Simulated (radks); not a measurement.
Values are calculated unless marked as measured or tabulated.
Problem. Successive ionisation energies (eV) of one element, from differences of total energies of ions in their ground configurations, starting at charge 44: 3630.5, 3779.0, 3899.6, 4021.2, 4143.8, 4267.0, 4712.5, 4821.2, 4928.6, 5067.6, 5179.1, 5289.1, 5709.8, 5828.3, 13208.1, 13505.8, 13798.1, 14194.2, 14501.4, 14802.8, 15993.6, 16292.0. Level of theory: scalar-relativistic Kohn-Sham, LDA (Slater exchange, VWN5 correlation), spin-polarised, spherical densities, finite nucleus; open shells are filled with parallel spins first (spin-orbit coupling, left out, can overturn this in heavy ions); Fermi nuclear charge, rms radius 5.2516 fm (a radial shooting solver on a logarithmic mesh with Libxc functionals). Which element is it?

Solution. Erbium (Z = 68). The first species listed is Er44+ in [Ar] 3d6, the last Er65+ in [He] 2s1.
